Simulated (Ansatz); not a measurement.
Computed with Ansatz.

A structure relaxed at PBE0-D4/def2-TZVP, charge 0, multiplicity 1:

```xyz
7

C    -2.113    0.749   -0.221
C    -0.973    0.346   -0.101
Hf    1.043   -0.370    0.109
Cl    1.005   -2.686   -0.038
Cl    2.315    0.545   -1.604
Cl    1.838    0.312    2.181
H    -3.115    1.103   -0.326
```

(1) Give its formula and SMILES.

(2) Point group (tolerance 0.08 Å, 0.16 Å for H)?

(3) Summarise the bond lengths by kind.

Answers

(1) C2HCl3Hf, `C#[C][Hf]([Cl])([Cl])[Cl]`.

(2) C3v.

(3) 1 × C–C 1.215 Å; 1 × C–H 1.068 Å; 1 × C–Hf 2.150 Å; 3 × Cl–Hf 2.322 Å.
